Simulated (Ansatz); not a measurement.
Reaction (formal exchange of groups at the Sb–C bond): `S=[CH][SbH2]` + `N[SiH](O)Cl` → `N[Si](O)(Cl)[SbH2]` + `C=S`

Gas-phase electronic energies from Ansatz, PBE0-D4/def2-TZVP geometries. CCSD(T)/CBS adds triple-zeta CCSD(T) − MP2 to the extrapolated MP2 energy (def2 sets, frozen cores). This one scheme is used for every species. DFT in def2-TZVPP. Elements past krypton have def2 core potentials. For Sb outer-core shells are correlated without core-valence functions, which leaves a few kJ/mol of doubt a bond. Each species was taken in one conformer, which may not be the lowest.

```json
{"level": "PBE-D4", "ΔE (kcal/mol)": "-12.0"}
{"level": "PBE", "ΔE (kcal/mol)": "-11.0"}
```

Q: What does CCSD(T)/CBS give? (Estimate.)

A: Ansatz gave: -11.0 kcal/mol. The listed levels differ from it by -1.0, 0.0 kcal/mol.

Q: What do rigid-rotor, harmonic-oscillator terms from PBE0-D4/def2-TZVP frequencies (298.15 K, 1 bar) make of the CCSD(T)/CBS value? (An estimate is asked.)

A: The calculation gave: ΔZPE = +0.7 kcal/mol, ΔH = -9.8 kcal/mol, ΔS = -10 J/(mol·K), ΔG = -9.1 kcal/mol.

Largest T1 diagnostic among the species: 0.017.

From BLYP to BHLYP (50 % exact exchange), in def2-TZVPP and without D4, ΔE moves by −0.9 kcal/mol. The D4 term adds −1.5 kcal/mol with B3LYP and −0.9 kcal/mol with PBE0; it sums over pairs of atoms, weighted by their polarisabilities, and B3LYP, whose exchange is more repulsive, gets the larger term.

B3LYP here is the variant with VWN-RPA as its local correlation; programs differ in this.
